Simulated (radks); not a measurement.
Question: Isoelectronic series with 10 electrons, each ion in its NIST ground configuration. Method: Dirac Kohn-Sham, PBEsol, spin-unpolarised, spherical densities, point nucleus; computed with a radial shooting solver on a logarithmic mesh with Libxc functionals. Total energies (hartree) and mean radii <r> (bohr):

| ion | configuration | E (hartree) | 2p3/2 | 2p1/2 | 2s1/2 | 1s1/2 |
|---|---|---|---|---|---|---|
| Ne | [Ne] | -128.67186 | 0.9824 | 0.9793 | 0.8991 | 0.1582 |
| Mg2+ | [Ne] | -199.00494 | 0.6846 | 0.6824 | 0.6960 | 0.1308 |
| Al3+ | [Ne] | -240.24614 | 0.5982 | 0.5960 | 0.6238 | 0.1203 |
| Si4+ | [Ne] | -285.53670 | 0.5319 | 0.5298 | 0.5648 | 0.1114 |
| P5+ | [Ne] | -334.88041 | 0.4793 | 0.4772 | 0.5159 | 0.1037 |
| S6+ | [Ne] | -388.28277 | 0.4364 | 0.4342 | 0.4746 | 0.09695 |
| Cl7+ | [Ne] | -445.75052 | 0.4007 | 0.3985 | 0.4394 | 0.09102 |
| Ar8+ | [Ne] | -507.29140 | 0.3704 | 0.3682 | 0.4090 | 0.08577 |
| K9+ | [Ne] | -572.91403 | 0.3445 | 0.3421 | 0.3825 | 0.08107 |
| Ca10+ | [Ne] | -642.62782 | 0.3220 | 0.3196 | 0.3592 | 0.07686 |
| Sc11+ | [Ne] | -716.44296 | 0.3022 | 0.2998 | 0.3385 | 0.07305 |
| Ti12+ | [Ne] | -794.37034 | 0.2848 | 0.2822 | 0.3200 | 0.06959 |
| V13+ | [Ne] | -876.42159 | 0.2693 | 0.2666 | 0.3034 | 0.06644 |
| Cr14+ | [Ne] | -962.60904 | 0.2553 | 0.2526 | 0.2884 | 0.06355 |
| Mn15+ | [Ne] | -1052.94575 | 0.2428 | 0.2400 | 0.2748 | 0.06090 |
| Fe16+ | [Ne] | -1147.44546 | 0.2314 | 0.2286 | 0.2624 | 0.05845 |
| Co17+ | [Ne] | -1246.12266 | 0.2211 | 0.2181 | 0.2510 | 0.05618 |
| Ni18+ | [Ne] | -1348.99255 | 0.2116 | 0.2086 | 0.2405 | 0.05408 |
| Zn20+ | [Ne] | -1567.37491 | 0.1949 | 0.1917 | 0.2219 | 0.05030 |
| Ga21+ | [Ne] | -1682.92153 | 0.1875 | 0.1842 | 0.2136 | 0.04859 |

Estimate the row of Cu19+ ([Ne]).

Answer: E (hartree) -1456.07107; 2p3/2 0.2029; 2p1/2 0.1998; 2s1/2 0.2309; 1s1/2 0.05213.
